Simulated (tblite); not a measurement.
C4H3N2Se (doublet state).
Atom-mapped SMILES: `[H]/[N:1]=[CH:2]\[c:3]1[n:4][cH:5][c:6][se:7]1` (hydrogens: H8 on N1; H9 on C2; H10 on C5)
Bond orders are those of one Lewis drawing.

Computed with GFN2-xTB (tblite), gas phase: L-BFGS steps from a force-field or distance-geometry start until the largest atomic force falls under 0.01 eV/Å.

Step 35: E = -515.9048 eV
```
atom  x, y, z in Å  |  force x, y, z in eV/Å
N1     -2.3323    0.6079   -0.5508   -0.065   0.110   0.020
C2     -1.5959   -0.3920   -0.3592    0.027  -0.138  -0.140
C3     -0.1606   -0.3760   -0.1648   -0.071   0.001   0.112
N4      0.5450    0.7210   -0.1076   -0.033   0.012  -0.052
C5      1.8598    0.5612    0.0911   -0.058   0.050  -0.005
C6      2.2537   -0.7299    0.2102   -0.046  -0.125   0.019
Se7     0.8604   -1.9449    0.0746    0.167   0.019  -0.011
H8     -1.8433    1.4997   -0.5481    0.050   0.096   0.011
H9     -2.0696   -1.3697   -0.3709    0.009  -0.036   0.052
H10     2.4916    1.4273    0.1445    0.021   0.011  -0.006
```

Step 36: E = -515.9069 eV
```
atom  x, y, z in Å  |  force x, y, z in eV/Å
N1     -2.3275    0.6110   -0.5558    0.020   0.056   0.033
C2     -1.5976   -0.3945   -0.3565   -0.020  -0.072  -0.135
C3     -0.1629   -0.3803   -0.1559   -0.071   0.035   0.072
N4      0.5385    0.7207   -0.1011   -0.009  -0.029  -0.034
C5      1.8545    0.5644    0.0910   -0.021  -0.025   0.006
C6      2.2546   -0.7276    0.2024   -0.072  -0.058   0.012
Se7     0.8665   -1.9468    0.0684    0.141   0.035  -0.006
H8     -1.8316    1.5009   -0.5553    0.023   0.028   0.016
H9     -2.0759   -1.3711   -0.3654    0.020   0.009   0.049
H10     2.4902    1.4279    0.1471   -0.012   0.020  -0.013
```

Problem. Estimate the geometry and energy of step 37. (The exact step hangs on the optimiser's Hessian estimate; all steps are aligned on step 36, rigid shifts and turns removed.)

Solution. E = -515.9089 eV, largest force 0.068 eV/Å
```
atom  x, y, z in Å  |  force x, y, z in eV/Å
N1     -2.3228    0.6148   -0.5553    0.054   0.020   0.015
C2     -1.5992   -0.3974   -0.3621   -0.020  -0.013  -0.061
C3     -0.1668   -0.3845   -0.1470   -0.033   0.046  -0.009
N4      0.5325    0.7192   -0.1035    0.007  -0.021   0.001
C5      1.8485    0.5670    0.0879    0.021  -0.047   0.014
C6      2.2526   -0.7244    0.2037   -0.039  -0.009   0.008
Se7     0.8734   -1.9464    0.0740    0.058  -0.010   0.005
H8     -1.8209    1.5025   -0.5465    0.006  -0.013   0.019
H9     -2.0788   -1.3729   -0.3737    0.001   0.015   0.029
H10     2.4904    1.4267    0.1414   -0.057   0.032  -0.020
```

The energy changes by -0.0020 eV. The first-order estimate −F·Δx gives -0.0032 eV and the mean of the old and new forces, exact on a quadratic surface, -0.0020 eV. The step makes an angle of 64° with the force vector and moves no atom by more than 0.014 Å.

What follows is the cost of the whole relaxation. Hardware: one thread of an Arm Neoverse V1, no GPU (shared host). Cost: 0.28 s wall.
